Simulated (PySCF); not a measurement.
XPS shifts beside NMR shieldings

Compound: C5H7FOSi.
SMILES with atom numbers: `[CH:1]#[C:2][Si@@H:3]1[O:4][CH2:5][CH2:6][C@@H:7]1[F:8]`

Binding energies: PySCF, delta-SCF UKS SCAN, pcX-2 on the ionised atom, pcseg-1 elsewhere, spin-free X2C. Shieldings: GIAO PBE0/pcSseg-1, non-relativistic, same geometry.

```csv
atom,C 1s (eV)
C1,290.63
C2,290.33
C5,292.28
C6,291.07
C7,292.40
```

Question: What are the absolute isotropic shieldings of these atoms?

Answer: 
| atom | environment | C 1s (eV) | isotropic shielding (ppm) |
| --- | --- | --- | --- |
| C2 | alkyne carbon | 290.33 | 99.6 |
| C1 | terminal alkyne carbon | 290.63 | 79.0 |
| C6 | ring CH2 carbon | 291.07 | 145.0 |
| C5 | sp3 carbon bound to oxygen | 292.28 | 116.4 |
| C7 | sp3 C–F carbon | 292.40 | 97.6 |

Question: Among the listed atoms, is the one with the highest binding energy also the least shielded?

Answer: No. The highest binding energy is at C7 (292.40 eV, shielding 97.6 ppm), the lowest shielding at C1 (79.0 ppm, 290.63 eV).

By binding energy: C2 < C1 < C6 < C5 < C7. By shielding: C1 < C7 < C2 < C5 < C6.

Spin contamination (⟨S²⟩ against 0.75 for a pure doublet) is marked for C 1s of C1 (0.86) and C 1s of C2 (0.87), which makes these values less certain. Isolated species at its PBE0-D3(BJ)/def2-SVP geometry (one conformer only).
